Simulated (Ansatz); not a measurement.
`[O]=[W]([F])([F])([F])[Cl]`, relaxed with RKS PBE-D4/def2-SVP in Ansatz from a rough embedded geometry. The force threshold is 0.03 eV/Å; the program also tests the step.

Charge 0, multiplicity 1. W: def2 effective core potential.

Start:

```xyz
6

O     0.026   -1.785   -0.421
W    -0.634    0.083   -0.410
F    -1.288   -1.985    0.234
F     1.070   -0.571    0.529
F     0.144    1.792    0.889
Cl    0.682    2.465   -0.821
```

(1) How much energy does the relaxation release, and in how many steps? (An estimate is asked.)

(2) Which bonds change most? (An estimate is asked.)

(3) Give the relaxed structure. (An estimate is asked.)

Results:

(1) Computed: 1568.31 kJ/mol, in 19 steps.

(2) The calculation gave: W2–Cl6 from 2.753 to 2.299 Å; W2–F5 from 2.284 to 1.876 Å; W2–F3 from 2.262 to 1.874 Å; O1–W2 from 1.980 to 1.695 Å.

(3) Ansatz gave: 
```xyz
6

O     0.299   -1.626   -0.585
W     0.004   -0.074    0.030
F    -1.861    0.074   -0.064
F     1.713    0.523    0.517
F    -0.275   -0.242    1.878
Cl    0.120    1.344   -1.776
```
